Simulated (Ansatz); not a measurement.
Pulling on the H–H spacing in H6 chain (multiplicity 1 held). Energies count from the point at 0.900 Å.
Geometry at that point (charge 0, multiplicity 1):
```xyz
6

H      0.000     0.000     0.000
H      0.000     0.000     0.900
H      0.000     0.000     1.800
H      0.000     0.000     2.700
H      0.000     0.000     3.600
H      0.000     0.000     4.500
```

Signs of static correlation in cc-pVDZ, with CASSCF(6,6), from Ansatz (an electronic-structure program) runs.

```csv
R (Å),⟨S²⟩ of UHF,weight of the CASSCF reference in MRCISD,CASSCF natural occupations
0.700,0.000,0.977,1.99 1.98 1.96 0.05 0.02 0.01
0.800,0.000,0.977,1.99 1.98 1.94 0.06 0.02 0.01
0.900,0.000,0.977,1.98 1.97 1.93 0.08 0.03 0.01
1.100,0.497,0.980,1.96 1.94 1.87 0.14 0.06 0.03
1.300,(withheld),0.984,1.93 1.89 1.79 0.22 0.10 0.06
1.500,(withheld),0.988,1.88 1.83 1.69 0.33 0.17 0.11
1.800,2.255,0.994,1.76 1.68 1.51 0.51 0.32 0.23
2.100,2.659,0.997,1.59 1.50 1.34 0.67 0.50 0.40
2.500,2.890,0.999,1.37 1.30 1.19 0.82 0.70 0.63
3.000,2.974,1.000,1.18 1.15 1.09 0.91 0.85 0.81
3.600,2.996,1.000,1.08 1.06 1.03 0.97 0.94 0.92
```

### Question
What belongs in the gaps?

### Answer

- 1.300, ⟨S²⟩ of UHF: 1.068
- 1.500, ⟨S²⟩ of UHF: 1.582

Doubts at one or more of the structures used: a restricted determinant that unrestricted orbitals would lower (R-CCSD(T)/cc-pVDZ); other coupled-cluster roots lie near (R-CCSD(T)/cc-pVDZ); T1 above 0.05 (R-CCSD(T)/cc-pVDZ, U-CCSD(T)/cc-pVDZ); a spin-contaminated determinant (U-CCSD(T)/cc-pVDZ); the program's own flag: large difference (U-CCSD(T)/cc-pVDZ).
